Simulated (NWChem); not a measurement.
Si$_{2}$SbH$_{6}$F; SMILES [F][Sb]([SiH3])[SiH3]

All runs: NWChem. Structure relaxed at the PBE-D3(BJ)/def2-SVP (def2 core potentials past Kr) level. No frequency run checked for a minimum.

**Question.** Estimate the computed values for TPSS/3-21G, non-relativistic. Quantities: highest occupied level (eV); orbital gap (eV); dipole (D).

**Answer.** 
```yaml
highest occupied level (eV): -6.04
orbital gap (eV): 3.73
dipole (D): 1.74
```
